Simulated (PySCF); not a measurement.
Vanadium: a sound run and one with changed settings

Sound run: V²⁺ [Ar] 3d3, V³⁺ [Ar] 3d2. Calculation: PySCF 2.14, in cc-pVTZ; the non-relativistic Hamiltonian (point nucleus). In the sound run the correlated levels freeze [Ar]. The sound run starts from symmetry-adapted Hartree-Fock orbitals and uses a fine grid where one is needed.

Changed run: all electrons correlated in a basis built for the valence shell.

```
species  method  sound run (hartree)  changed run (hartree)  converged
    V²⁺     MP2           -942.20470             -942.50686        yes
    V³⁺     MP2           -941.14921             -941.42840        yes
```

Ionisation energy of V²⁺:

```
 method  sound run (eV)  changed run (eV)
    UHF          28.350            28.350
    MP2          28.721            29.346
SCS-MP2          28.474            29.071
```

A valence basis has no tight correlating functions, so it recovers only part of the core correlation, and not evenly between atom and ion.

For comparison, NIST gives 29.311 eV between the lowest levels.
